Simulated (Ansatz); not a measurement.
`[F][Zr]([F])([F])[SH]` + H₂S → `[F][Zr]([F])([SH])[SH]` + H–F at 500 K and 1 bar (ligand exchange at a Zr–F bond).

Gas-phase electronic energies from Ansatz, PBE0-D4/def2-TZVP geometries. CBS: MP2 limit from def2 TZ/QZ plus the TZ coupled-cluster correction, frozen cores. This one scheme is used for every species. Elements past krypton have def2 core potentials. For Zr outer-core shells are correlated without core-valence functions, which leaves a few kJ/mol of doubt a bond. Each species was taken in one conformer, which may not be the lowest.

| species | CCSD(T)/CBS energy (Eh) | H − E (kJ/mol) | S (J/(mol·K)) |
| --- | --- | --- | --- |
| `[F][Zr]([F])([F])[SH]` | -745.03533 | 83.7 | 436.1 |
| H₂S | -398.97279 | 57.0 | 224.0 |
| `[F][Zr]([F])([SH])[SH]` | -1043.58258 | 107.8 | 461.0 |
| H–F | -100.39570 | 39.4 | 188.7 |

H − E and S are ideal-gas, rigid-rotor, harmonic terms from PBE0-D4/def2-TZVP, for one conformer and one mirror image of each species. 1 Eh = 2625.50 kJ/mol, R = 8.31446 J/(mol·K).

Task: By hand: ΔE, ΔH, ΔS and ΔG.

Result: ΔE = (-1043.58258) + (-100.39570) − (-745.03533) − (-398.97279) = 0.02984 Eh = 78.3 kJ/mol. Δ(H − E) = 107.8 + 39.4 − 83.7 − 57.0 = 6.5, so ΔH = 84.8 kJ/mol. ΔS = 461.0 + 188.7 − 436.1 − 224.0 = -10.4 J/(mol·K). ΔG = 84.8 − 500 × (-10.4)/1000 = 90.0 kJ/mol.

Task: By hand: the equilibrium constant, and the temperature at which ΔG would vanish if ΔH and ΔS stayed fixed.

Result: log₁₀ K = −ΔG/(RT ln 10) = -9.4. ΔH and −TΔS have one sign here, so there is no such temperature.

The number of gas molecules stays the same, so ΔS is small and ΔH decides. A doubt of 5 kJ/mol in ΔE shifts log₁₀ K by 0.5 here. Other conformers and mirror images would add mixing entropy, several J/(mol·K) or more a flexible species. Modes under 60 cm⁻¹, often nearly free rotors, make the harmonic entropy too high. These are equilibria of isolated gas molecules and say nothing of rates. Largest T1 diagnostic: 0.018 (customary marks: 0.02 for closed shells, 0.045 for open ones).

ΔS is within the doubt of such terms, so its sign, and with it that verdict, could turn.
